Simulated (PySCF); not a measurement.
First-order multiplets

Atom-mapped SMILES (the numbers label the heavy atoms): `[CH3:1][CH2:2][CH2:3][B:4]([F:5])[F:6]` (H(Xn): hydrogen on atom n).

Calculated, not measured (PySCF): shielding tensors at KT3/pcSseg-2 (GIAO), spin–spin couplings from B3LYP/pcJ-1 (spin–dipole term only in couplings to heteroatoms), geometry: PBE0-D3(BJ)/def2-SVP. Equivalent nuclei averaged, no relativistic terms, single conformer, isolated molecule.

δ = σ(ref) − σ, references computed at the same level: TMS for 1H; CFCl3 for 19F.

Spectrometer: 500 MHz for 1H. First-order analysis; couplings under 1 Hz (under 4 Hz in carbon signals) are ignored, and nearly equal couplings are merged; the smaller ones broaden or split the lines further.

Question: What pattern does H(C3) show (1H)?

Answer: A triplet of triplets at δ 1.01: 8.3 Hz to H(C2) (2 × 1H, 3 bonds away), 3.7 Hz to F5/F6 (2 × 19F, 3 bonds away). Lines in Hz from the centre (relative intensity): +12.0 (1), +8.3 (2), +4.6 (1), +3.7 (2), +0.0 (4), -3.7 (2), -4.6 (1), -8.3 (2), -12.0 (1). The outer lines are 24.0 Hz apart, the sum of the couplings kept, or 0.048 ppm at this field.

Question: What pattern does H(C1) show (1H)?

Answer: A triplet at δ 0.98: 8.2 Hz to H(C2) (2 × 1H, 3 bonds away). Lines in Hz from the centre (relative intensity): +8.2 (1), +0.0 (2), -8.2 (1). The outer lines are 16.4 Hz apart, the sum of the couplings kept, or 0.033 ppm at this field.

Question: What pattern does F5/F6 show (19F)?

Answer: A triplet at δ -98.1: 3.7 Hz to H(C3) (2 × 1H, 3 bonds away). Lines in Hz from the centre (relative intensity): +3.7 (1), +0.0 (2), -3.7 (1). The outer lines are 7.4 Hz apart, the sum of the couplings kept, or 0.016 ppm at this field.

Question: What pattern does H(C2) show (1H)?

Answer: A sextet at δ 1.51: 8.2 Hz to H(C3) and H(C1) (5 × 1H, 3 bonds away). Lines in Hz from the centre (relative intensity): +20.5 (1), +12.3 (5), +4.1 (10), -4.1 (10), -12.3 (5), -20.5 (1). The outer lines are 41.0 Hz apart, the sum of the couplings kept, or 0.082 ppm at this field.

Unscaled 3J(H,H) at this level run about 10 % above measured values. Chain 3J(H,H) values assume equally populated staggered rotamers: (2 J gauche + J anti)/3. Vicinal couplings across rotatable single bonds and in flexible rings belong to the one computed conformer; a conformer average would change them.
